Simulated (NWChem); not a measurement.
Species: C$_{4}$H$_{3}$F; SMILES C(C(=C)F)#C

Program: NWChem. Coordinates come from a B3LYP/6-31G* (spherical d) optimisation. Ions are spin-unrestricted doublets at the neutral geometry; other ion states weren't tried.

What does the run give for PBE/def2-SVP? Quantities: vertical ionisation energy, ΔSCF (eV); −ε(HOMO) (eV).


| Item | Result |
|---|---|
| vertical ionisation energy, ΔSCF (eV) | 9.38 |
| −ε(HOMO) (eV) | 6.13 |
